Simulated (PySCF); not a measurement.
## Frontier orbitals and the lowest excitations

Species: C3H9ClSSi.
Numbering: `[CH3:1][CH2:2][Si@H:3]([Cl:4])[S:5][CH3:6]` (hydrogens: H7, H8, H9 on C1; H10, H11 on C2; H12 on Si3; H13, H14, H15 on C6)

Method: PySCF, TDDFT CAM-B3LYP/def2-SVPD, vertical, gas phase, core orbitals frozen in the response. Geometry: GFN2-xTB, one conformer, isolated molecule. Torsions of this conformer, `[CH3:1][CH2:2][Si@H:3]([Cl:4])[S:5][CH3:6]`: C1–C2–Si3–Cl4 -63°, C2–Si3–S5–C6 169°.

Frontier orbitals with the atoms that hold most of them (Löwdin shares over 4%, at most four atoms; ? is withheld):

```json
{"orbital": "HOMO-3", "ε (eV)": "-11.08", "atoms": "Cl4 48%, S5 21%, C6 10%, Si3 9%"}
{"orbital": "HOMO-2", "ε (eV)": "-10.02", "atoms": "Cl4 31%, C2 21%, Si3 16%, H12 8%"}
{"orbital": "HOMO-1", "ε (eV)": "-9.69", "atoms": "?"}
{"orbital": "HOMO", "ε (eV)": "-8.27", "atoms": "?"}
{"orbital": "LUMO", "ε (eV)": "0.88", "atoms": "S5 36%, Cl4 18%, Si3 13%, C6 11%"}
{"orbital": "LUMO+1", "ε (eV)": "1.21", "atoms": "C1 19%, Cl4 16%, Si3 15%, C2 9%"}
{"orbital": "LUMO+2", "ε (eV)": "1.42", "atoms": "S5 45%, Si3 16%, C6 7%, Cl4 6%"}
```

(1) Give the leading atoms of the HOMO-1.

(2) Give the leading atoms of the HOMO.

(3) How does S1 compare with the orbital gap of 9.14 eV?

Answers

(1) S5 (bonded to C and Si) 46%; Cl4 (bonded to Si) 16%; Si3 (bonded to C, Cl, S and H) 14%; C6 (bonded to S and 3 H) 7%.

(2) S5 (bonded to C and Si) 72%; C6 (bonded to S and 3 H) 11%; Si3 (bonded to C, Cl, S and H) 8%.

(3) S1 is at 5.57 eV (f = 0.0029), 3.57 eV below the gap, made of HOMO→LUMO (82%). Without the coupling terms of the response equations the lowest excitation would equal the gap.

Next come S2 at 6.50 eV (f 0.032), HOMO→LUMO+2 (85%); S3 at 6.93 eV (f 0.0033), HOMO→LUMO+3 (66%), HOMO→LUMO+1 (11%), HOMO→LUMO+5 (8%); S4 at 6.99 eV (f 0.019), HOMO→LUMO+1 (46%), HOMO→LUMO+6 (10%), HOMO-1→LUMO (10%); S5 at 7.34 eV (f 0.018), HOMO-1→LUMO (36%), HOMO→LUMO+4 (16%), HOMO→LUMO+3 (12%).

Without π bonds the low states are Rydberg-like; a valence basis with one diffuse set may place them up to an eV too high.
